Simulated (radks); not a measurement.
Values are calculated unless marked as measured or tabulated.
Ionisation ladder of tungsten, from W66+ to W73+. Each ion is in the ground configuration listed by NIST, and IE = E(next ion) - E(this ion), with E = 0 for the bare nucleus. Level of theory: non-relativistic Kohn-Sham, LDA (Slater exchange, Perdew-Wang correlation), spin-unpolarised, spherical densities, point nucleus; relativity is left out, which matters for an element this heavy (a radial shooting solver on a logarithmic mesh with Libxc functionals).

species  configuration  IE, Delta-SCF (eV)  -e(HOMO) (eV)  HOMO  IE, NIST (eV)       kind  error (eV)
W66+      [He] 2s2 2p4             16103.6        15939.2    2p          16252  semi-emp.      -148.4
W67+      [He] 2s2 2p3             16432.9        16268.1    2p          16588  semi-emp.      -155.1
W68+      [He] 2s2 2p2             16762.4        16597.7    2p          18476  semi-emp.     -1713.6
W69+      [He] 2s2 2p1             17090.5        16926.8    2p          18872  semi-emp.     -1781.5
W70+          [He] 2s2             17548.5        17414.9    2s          19362  semi-emp.     -1813.5
W71+          [He] 2s1             17800.9        17680.0    2s        19686.7     theory     -1885.8
W72+              [He]               73277          72720    1s        79181.9     theory     -5905.4
W73+               1s1               74308          73823    1s        80755.9     theory     -6447.7

Reference values: NIST Atomic Spectra Database (exp. = measured, semi-emp. = semi-empirical, theory = theoretical value adopted there). The ionisation energy per charge of the ion left behind rises most, in proportion, at W72+ ([He]), from 247.23 to 1003.8 eV. Against the entries that are not theoretical the mean signed error is -6.0 % and the largest -9.4 %. Relativity is left out here, which matters for elements this heavy. Spin polarisation and multiplet splitting are left out, so open shells lie too high by an amount that depends on their filling.

Beside tabulated values, note that spin-unpolarised runs miss the spin-polarisation part of the exchange energy of open shells.
